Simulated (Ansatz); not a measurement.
One geometry of the cluster As2Se3⁻, several levels of theory.

```yaml
crystal:
  periodic: [false, false, false]
  atoms:
    - {symbol: As, position_ang: [1.311918, -0.096314, -0.245928]}
    - {symbol: As, position_ang: [-1.303380, 0.268731, -0.145358]}
    - {symbol: Se, position_ang: [-1.609920, 2.495084, 0.269305]}
    - {symbol: Se, position_ang: [1.641257, -1.910239, -1.596375]}
    - {symbol: Se, position_ang: [-0.039875, -0.757261, 1.718367]}
basis:
  gaussian: {orbitals: def2-TZVPD, initial_orbitals: start.molden}
total_charge: -1
magnetization: {spin_polarized: true, initial_magnetization: 1}
correlation: {method: mp2}
scf: {omitted_lower_state_checks: [starts]}
output: {orbitals: {seedname: orbitals}}
```

The file start.molden holds the orbitals of an earlier run on this structure, at another level or in another basis.

```sh
$ ansatz run in.yaml --threads 4 --pin off --events-out ev --progress --plain --max-ram 4787MiB
```

Output, abridged:

```
Functional definition: HF
1780 factors; integrals over basis functions are off by at most 4.7e-4 eV
mean field evaluation 1: about -317502.7684 eV, gradient 3.5e1 eV
mean field evaluation 2: about -317504.2069 eV, gradient 2.0e0 eV
mean field evaluation 4: about -317504.7956 eV, gradient 1.4e0 eV
mean field evaluation 8: about -317504.8625 eV, gradient 7.0e-2 eV
mean field -317504.86235568 eV, -11668.0884790459 hartree, gradient 6.6e-6 eV, S^2 0.883271; 0 other end points of the search recorded, 0 dependent functions left out
45 core orbitals not correlated: weight in the atoms' cores, before any rotation towards them, 1.000 or more for the frozen orbitals, at most 0.000 for the correlated occupied ones
reference -317504.86235568 eV, -11668.0884790459 hartree; 40, 39 occupied and 194, 195 virtual orbitals, 1780 factors
second order -36.06453181 eV of doubles, -0.00000000 eV of singles
Total energy: -317540.92688749 eV, -11669.4138261444 hartree
Checks for a lower state left out: starts
```

Run time 47 s (4 threads of Arm Neoverse V2 on a shared host), peak host memory 1.8 GiB.

First input, but with `hamiltonian: {xc: r2scan, dispersion: d4}` and without the key `correlation` (abridged; 24 s):

```
Functional definition: r2SCAN
mean field -317735.79450258 eV, -11676.5750789132 hartree, gradient 1.4e-5 eV, S^2 0.760512
Total energy: -317735.86726428 eV, -11676.5777528563 hartree
Checks for a lower state left out: starts
```

As the first input, with `hamiltonian: {xc: pbe, dispersion: d4}` and without the key `correlation` (abridged; 11 s):

```
Functional definition: PBE
mean field -317689.90771843 eV, -11674.8887706988 hartree, gradient 1.6e-5 eV, S^2 0.754069
Total energy: -317690.26220893 eV, -11674.9017979842 hartree
Checks for a lower state left out: starts
```

As the first input, with `gaussian: {orbitals: def2-SVPD, initial_orbitals: start.molden}`, `hamiltonian: {xc: pbe0, dispersion: d4}` and without the key `correlation` (abridged; 14 s):

```
Functional definition: PBE0
mean field -317660.19097675 eV, -11673.7967005846 hartree, gradient 2.6e-5 eV, S^2 0.767707
Total energy: -317660.49967797 eV, -11673.8080451454 hartree
Checks for a lower state left out: starts
```

First input, but with `hamiltonian: {xc: {name: r2SCAN0}, dispersion: d4}` and without the key `correlation` (abridged; 42 s):

```
Functional definition: r2SCAN0
mean field -317734.09212370 eV, -11676.5125176431 hartree, gradient 2.8e-5 eV, S^2 0.778994
Total energy: -317734.18809929 eV, -11676.5160446811 hartree
Checks for a lower state left out: starts
```

First input, but with `gaussian: {orbitals: STO-3G}`, `hamiltonian: {xc: hf}` and without the key `correlation` (abridged; 4.2 s):

```
Functional definition: HF
mean field evaluation 16: about -313999.5359 eV, gradient 7.0e-3 eV
mean field -313999.63199488 eV, -11539.2736392169 hartree, gradient 1.2e-5 eV, S^2 0.848356
Total energy: -313999.63199488 eV, -11539.2736392169 hartree
Checks for a lower state left out: starts
```

The first input with `gaussian: {orbitals: def2-SVPD, initial_orbitals: start.molden}`, `hamiltonian: {xc: pbe, dispersion: d4}` and without the key `correlation` (abridged; 6 s):

```
Functional definition: PBE
mean field -317651.10191219 eV, -11673.4626836228 hartree, gradient 2.9e-5 eV, S^2 0.753496
Total energy: -317651.45638831 eV, -11673.4757103801 hartree
Checks for a lower state left out: starts
```

Geometry: PBE-D4/def2-SVPD.

Correlated methods freeze 45 core orbitals; core or outer-core shells of As, Se are correlated, in sets that lack core-valence functions. At MP2/def2-TZVPD, HF/STO-3G the charge -1 doublet is spin-contaminated (final ⟨S²⟩ up to 0.88, 0.75 for a pure state). At HF/STO-3G the highest occupied level of the charge -1 doublet lies above zero (up to 0.32 eV). In Hartree–Fock with STO-3G the lack of diffuse functions raises the level. The structure comes from a short search, and lower isomers may exist.
